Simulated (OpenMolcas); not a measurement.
# Dy3+ in a ligand field

Dy3+ with 6 ligands (fluoride) in octahedral coordination (Oh) at 2.22 Å. A charge of +0.5 e stands 3.2 Å behind each ligand. Ligand basis ANO-RCC-VDZP.
```
Dy    0.0000    0.0000    0.0000
F     2.2200    0.0000    0.0000
F     0.0000    2.2200    0.0000
F    -2.2200    0.0000    0.0000
F     0.0000   -2.2200    0.0000
F     0.0000    0.0000    2.2200
F     0.0000    0.0000   -2.2200
```

```json
{
 "Program": "OpenMolcas 26.06",
 "Method": "CASSCF",
 "Basis": "ANO-RCC-VDZP [7s6p4d2f1g]",
 "Scalar Hamiltonian": "DKH2, point nucleus",
 "Active space": "9 electrons in 7 orbitals (4f)",
 "State averaging": "2S+1 = 6 odd, 21 roots; 2S+1 = 4 odd, 115 roots kept (CI in the orbitals of an earlier block, 108 in the spin-orbit step); 2S+1 = 2 odd, 82 roots kept (CI in the orbitals of an earlier block, 41 in the spin-orbit step)",
 "Spin-orbit coupling": "state interaction with AMFI integrals over the reference wave functions"
}
```

The lowest spin-free states (labels of O, the rotations of Oh), above the lowest:

| State | Degeneracy | E (cm-1) | Free-ion L (%) |
| --- | --- | --- | --- |
| 6T1 | 3 | 0.0 | H (100) |
| 6T2 | 3 | 354.7 | H (100) |
| 6E | 2 | 586.7 | H (100) |
| 6T1 | 3 | 667.1 | H (99) |
| 6T1 | 3 | 7671 | F (99) |
| 6T2 | 3 | 7908 | F (100) |
| 6A2 | 1 | 8090 | F (100) |
| 4E | 2 | 24813 | I (98) |
| 4T2 | 3 | 24828 | I (91) |
| 4A2 | 1 | 24899 | I (96) |
| 4T2 | 3 | 24919 | I (54) |
| 4T1 | 3 | 24948 | I (38) |
| 4T1 | 3 | 25107 | M (64) |
| 4T2 | 3 | 25183 | M (49) |
| 4A1 | 1 | 25236 | I (89) |
| 4T1 | 3 | 25350 | I (54) |
| 4T2 | 3 | 25400 | I (40) |
| 4E | 2 | 25523 | M (99) |
| 4T1 | 3 | 25534 | M (93) |
| 4A1 | 1 | 25543 | M (90) |

The lowest levels with spin-orbit coupling:

```csv
E (cm-1),Degeneracy,Label,2S+1,J,|mJ| (%),g
0.0,2,Γ6,6,7.51,1/2 (51),6.62 6.62 6.62
39.6,4,Γ8,6,7.51,3/2 (32),
186.8,2,Γ7,6,7.50,13/2 (40),7.52 7.52 7.52
385.5,4,Γ8,6,7.50,7/2 (39),
469.5,4,Γ8,6,7.50,9/2 (39),
3703,4,Γ8,6,6.50,1/2 (42),
3709,2,Γ7,6,6.51,3/2 (47),4.46 4.46 4.46
3794,2,Γ7,6,6.50,5/2 (44),3.60 3.60 3.60
3824,4,Γ8,6,6.50,7/2 (35),
3869,2,Γ6,6,6.50,9/2 (69),6.24 6.24 6.24
6292,2,Γ6,6,5.51,7/2 (73),4.27 4.27 4.27
6297,4,Γ8,6,5.50,5/2 (37),
6302,2,Γ7,6,5.51,3/2 (46),4.41 4.41 4.41
6360,4,Γ8,6,5.50,1/2 (41),
8221,4,Γ8,6,4.51,5/2 (49),
8260,4,Γ8,6,4.51,3/2 (48),
8372,2,Γ6,6,4.51,1/2 (58),4.03 4.03 4.03
9761,4,Γ8,6,3.55,3/2 (36),
9787,2,Γ7,6,3.52,5/2 (74),1.99 1.99 1.99
9875,2,Γ6,6,3.75,1/2 (54),2.35 2.35 2.35
```

Powder χT (cm3 K/mol): 4.78 at 2 K, 7.46 at 10 K, 12.4 at 50 K, 13.1 at 100 K, 13.6 at 200 K, 13.8 at 300 K. The effective moment at 300 K is 2.828 √(χT) = 10.50 μB.

Hund's rules give f9 the level 6H15/2 with g = 1.333, so an isolated free-ion multiplet has χT = g² J(J+1) / 8 = 14.167 cm3 K/mol. The computed 13.776 at 300 K differs by -3 %, through the field's splitting, the mixing of terms and any other multiplet in reach.

Stevens parameters of the J = 15/2 multiplet, which is 470 cm-1 wide (cm-1, z along the main axis): B40 = -1.358e-02, B44 = -6.798e-02, B60 = 1.832e-05, B64 = -3.855e-04.

Metal share of the active 4f orbitals (Löwdin): 100, 100, 100, 100, 100, 100, 100 %; Mulliken charge of the metal 2.40.

High states are left out of the spin-orbit mixing, which shifts the levels that they would mix with. Without dynamic correlation the ligand-field splitting of an f shell can come out too small, at times by half. A group larger than the point group allows holds several states that coincide in this model. The first state left out of the spin-orbit step lies near 43000 cm-1 above the lowest spin-free state of the reference (among the parities and spins computed), and the lists stop at four fifths of that energy or lower. No measured value stands beside these numbers; the geometry is a model, was not optimised and need not be the one that this ion takes.
